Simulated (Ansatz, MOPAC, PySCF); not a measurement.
Noncovalent pair: N2 (SMILES N#N) (first 2 atoms) with PH3 (SMILES P); geometry from B3LYP-D3(BJ)/def2-TZVP, rigid monomers moved along the line of their centres of mass till N2···H6 is 2.95 Å.
(charge 0, multiplicity 1):
```xyz
6

N      0.64685    -0.21103    -0.51132
N     -0.33486     0.26387    -0.48761
P      0.03530     0.10131     3.21901
H      1.13042     0.62613     2.48570
H      0.02691    -1.11733     2.49282
H     -0.92830     0.70768     2.37280
```

Counterpoise-corrected where a basis set is named; no monomer relaxation. Rows marked so take none.

Frozen-core correlation. CBS: X⁻³ extrapolation of the correlation energy, Hartree–Fock from the larger set. Rows in 3-21G, 6-311+G**, 6-31G*, STO-3G carry no dispersion term and start afresh at each structure (6-31G* with six Cartesian d functions). MP2/6-31G* freezes PySCF's default core. The state that PM6 reach isn't checked.

Run with Ansatz (a program for electronic structure) with Gaussian orbitals; MOPAC for PM6 (differences of heats of formation); PySCF for 3-21G rows, 6-311+G** rows, 6-31G* rows, STO-3G rows, the dispersion terms. Values without a source in brackets are computed.

Other levels give for the interaction energy: PBE/def2-TZVPPD 0.55; B3LYP/def2-TZVPPD 1.18; B3LYP-D3(BJ)/def2-TZVPPD -0.17; wB97M-V/def2-TZVPPD -0.05; CCSD(T)/CBS(aug-cc-pV(D+d)Z, aug-cc-pV(T+d)Z) -0.13 kcal/mol.

Common cheap choices:

```
level                              interaction energy (kcal/mol)  less -0.13 (CCSD(T)/CBS(aug-cc-pV(D+d)Z, aug-cc-pV(T+d)Z))
---------------------------------  -----------------------------  ----------------------------------------------------------
PM6                                                        -0.06                                                        0.07
HF/STO-3G (no counterpoise)                                 0.55                                                        0.68
HF/3-21G (no counterpoise)                                  0.47                                                        0.59
HF/6-31G* (no counterpoise)                                 1.05                                                        1.18
B3LYP/6-31G*                                                1.24                                                        1.37
B3LYP/6-311+G** (no counterpoise)                           1.08                                                        1.21
M06-2X/6-31G* (no counterpoise)                            -0.64                                                       -0.51
MP2/6-31G* (no counterpoise)                                0.11                                                        0.24
```
